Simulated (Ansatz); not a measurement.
Consider the cleavage of the Si–B bond: `N[SiH](F)BCl` + `N[SiH](O)O` → `N[Si@H](F)O[Si@@H](N)O` + `BCl`.

Computed with Ansatz on PBE0-D4/def2-TZVP structures; ΔE is electronic, products minus reactants. CBS: MP2 limit from def2 TZ/QZ plus the TZ coupled-cluster correction, frozen cores. This one scheme is used for every species. DFT in def2-TZVPP. B3LYP here is the variant with VWN-RPA as its local correlation; programs differ in this. One conformer a species, not always the lowest.

`N[SiH](F)BCl`:

Z-matrix (Å, degrees):
```
Si
F 1 1.612
B 1 2.019 2 105.5
N 1 1.697 2 114.7 3 118.5
H 1 1.483 2 105.2 3 -123.7
Cl 3 1.745 1 118.2 2 86.7
H 3 1.193 1 126.3 2 -92.9
H 4 1.006 1 123.0 2 79.5
H 4 1.007 1 121.5 2 -78.2
```

`N[SiH](O)O`:

Z-matrix (Å, degrees):
```
Si
O 1 1.639
O 1 1.639 2 116.1
N 1 1.714 2 107.1 3 -119.6
H 1 1.475 2 104.4 3 114.2
H 2 0.959 1 117.1 3 74.9
H 3 0.959 1 117.0 2 -75.2
H 4 1.008 1 119.6 2 171.6
H 4 1.008 1 119.6 2 -46.2
```

`N[Si@H](F)O[Si@@H](N)O`:

Z-matrix (Å, degrees):
```
Si
O 1 1.634
O 1 1.638 2 112.9
N 1 1.705 2 109.8 3 118.2
H 1 1.476 2 103.6 3 -115.5
H 2 0.959 1 116.5 3 -72.5
Si 3 1.617 1 144.0 2 116.3
H 4 1.008 1 120.1 2 -155.7
H 4 1.007 1 121.2 2 55.6
N 7 1.687 3 107.9 1 155.8
F 7 1.607 3 106.4 1 33.5
H 7 1.475 3 113.8 1 -81.3
H 10 1.005 7 122.3 3 170.0
H 10 1.006 7 121.7 3 -32.1
```

`BCl`:

```xyz
4

B    -0.032    0.054    0.139
Cl    0.329   -0.561   -1.441
H    -0.519    1.137    0.222
H     0.222   -0.630    1.079
```

| level | ΔE (kcal/mol) | difference from CCSD(T)/CBS |
| --- | --- | --- |
| PBE-D4 | -33.1 | 5.9 |
| B3LYP-D4 | -39.1 | -0.1 |
| ωB97X-V | -38.4 | 0.6 |
| ωB97M-V | -39.5 | -0.5 |
| B2PLYP | -39.5 | -0.5 |
| PBE | -32.5 | 6.5 |
| r2SCAN | -38.3 | 0.7 |
| PBE0 | -35.4 | 3.6 |
| B3LYP | -38.2 | 0.8 |
| HF/def2-TZVPP | -44.9 | -5.9 |
| MP2/def2-TZVPP | -40.5 | -1.5 |
| SCS-MP2/def2-TZVPP | -40.9 | -1.9 |
| HF/def2-QZVPP | -45.5 | -6.5 |
| SCS-MP2/def2-QZVPP | -40.9 | -1.9 |
| HF/CBS(def2) | -45.6 | -6.6 |
| MP2/CBS(def2) | -40.2 | -1.2 |
| CCSD(T)/CBS | -39.0 | 0 |

Largest T1 diagnostic among the species: 0.013.

The D4 term adds −0.9 kcal/mol with B3LYP and −0.6 kcal/mol with PBE0; it sums over pairs of atoms, weighted by their polarisabilities, and B3LYP, whose exchange is more repulsive, gets the larger term. From PBE to PBE0 (25 % exact exchange), in def2-TZVPP and without D4, ΔE moves by −2.9 kcal/mol. In def2-TZVPP, CCSD(T) changes the Hartree–Fock value by +5.6 kcal/mol (the triples alone add +0.8 kcal/mol) and MP2 by +4.4 kcal/mol.
